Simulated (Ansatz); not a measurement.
# A relaxation, step by step

SiNH$_{4}$Cl$_{2}$F, closed shell, PBE0-D4/def2-TZVP (Ansatz 0.2.0). Settings:

```yaml
hamiltonian: {xc: pbe0, dispersion: d4}
relax: {f_tol: 0.005, max_steps: 200}
```

Start, a step off a saddle point along its unstable mode:

```tsv
atom	x (Å)	y (Å)	z (Å)
Si1	-0.6912	0.2325	-0.3634
N2	0.8205	0.2800	0.5368
Cl3	-0.3308	-0.3886	-2.2748
Cl4	-1.3580	2.1517	-0.4836
H5	-1.7572	-0.5334	0.3246
H6	0.6872	-1.2498	0.4917
F7	0.3046	-1.9365	0.2963
H8	0.7450	0.7300	1.4410
H9	1.5799	0.7142	0.0314
```

| step | energy less the last (meV) | largest force component (eV/Å) |
| --- | --- | --- |
| 1 | 1204.5 | 11.501 |
| 2 | 191.4 | 1.418 |
| 3 | 79.9 | 0.300 |
| 4 | 52.9 | 1.206 |
| 5 | 21.3 | 0.329 |
| 6 | 12.3 | 0.200 |
| 7 (rejected trial) | 16.5 | 0.666 |
| 8 | 4.9 | 0.371 |
| 9 | 1.2 | 0.112 |
| 10 (rejected trial) | 8.6 | 0.405 |
| 11 | 0.3 | 0.029 |
| 12 | 0.0 | 0.007 |
| 13 | 0.0 | 0.014 |
| 14 | 0.0 | 0.004 |

Step 2, positions (Å) and forces (eV/Å):

```tsv
atom	x	y	z	Fx	Fy	Fz
Si1	-0.695	0.288	-0.361	-0.072	0.440	-0.084
N2	0.817	0.308	0.528	-0.383	0.242	-0.190
Cl3	-0.320	-0.358	-2.250	0.031	0.037	0.072
Cl4	-1.424	2.211	-0.512	0.019	-0.063	0.020
H5	-1.741	-0.492	0.315	0.127	0.037	0.008
H6	0.737	-1.334	0.523	0.643	0.821	0.319
F7	0.305	-2.132	0.305	-0.442	-1.418	-0.158
H8	0.745	0.763	1.431	0.003	-0.048	0.067
H9	1.576	0.744	0.020	0.072	-0.047	-0.053
```

Step 11, positions (Å) and forces (eV/Å):

```json
{"atom": "Si1", "x": "-0.806", "y": "0.483", "z": "-0.457", "Fx": "-0.014", "Fy": "-0.029", "Fz": "0.016"}
{"atom": "N2", "x": "0.660", "y": "0.247", "z": "0.425", "Fx": "0.003", "Fy": "0.014", "Fz": "-0.011"}
{"atom": "Cl3", "x": "-0.440", "y": "-0.124", "z": "-2.359", "Fx": "0.003", "Fy": "0.007", "Fz": "0.003"}
{"atom": "Cl4", "x": "-1.407", "y": "2.436", "z": "-0.481", "Fx": "-0.002", "Fy": "0.014", "Fz": "-0.006"}
{"atom": "H5", "x": "-1.879", "y": "-0.311", "z": "0.159", "Fx": "0.001", "Fy": "0.006", "Fz": "-0.004"}
{"atom": "H6", "x": "0.842", "y": "-1.474", "z": "0.620", "Fx": "-0.005", "Fy": "-0.011", "Fz": "-0.004"}
{"atom": "F7", "x": "0.873", "y": "-2.413", "z": "0.751", "Fx": "0.006", "Fy": "0.012", "Fz": "0.003"}
{"atom": "H8", "x": "0.656", "y": "0.585", "z": "1.380", "Fx": "0.004", "Fy": "-0.006", "Fz": "-0.013"}
{"atom": "H9", "x": "1.501", "y": "0.571", "z": "-0.038", "Fx": "0.005", "Fy": "-0.008", "Fz": "0.016"}
```

Step 13, positions (Å) and forces (eV/Å):

```tsv
atom	x	y	z	Fx	Fy	Fz
Si1	-0.813	0.488	-0.460	0.008	0.009	0.001
N2	0.650	0.241	0.423	0.004	-0.004	0.007
Cl3	-0.449	-0.119	-2.362	-0.002	0.001	0.002
Cl4	-1.398	2.447	-0.487	0.000	-0.005	-0.002
H5	-1.894	-0.295	0.155	-0.002	-0.002	0.000
H6	0.849	-1.479	0.620	-0.002	-0.012	0.002
F7	0.910	-2.414	0.763	0.000	0.014	-0.002
H8	0.647	0.571	1.381	-0.004	-0.002	-0.006
H9	1.497	0.560	-0.033	-0.003	0.001	-0.002
```

Last step (14):

| atom | x (Å) | y (Å) | z (Å) |
| --- | --- | --- | --- |
| Si1 | -0.8128 | 0.4884 | -0.4594 |
| N2 | 0.6505 | 0.2407 | 0.4228 |
| Cl3 | -0.4498 | -0.1186 | -2.3616 |
| Cl4 | -1.3978 | 2.4473 | -0.4879 |
| H5 | -1.8938 | -0.2950 | 0.1545 |
| H6 | 0.8485 | -1.4790 | 0.6196 |
| F7 | 0.9116 | -2.4134 | 0.7639 |
| H8 | 0.6466 | 0.5703 | 1.3812 |
| H9 | 1.4971 | 0.5594 | -0.0330 |

The run took about 28 s on 8 CPU threads of an Arm Neoverse V1 (shared host).
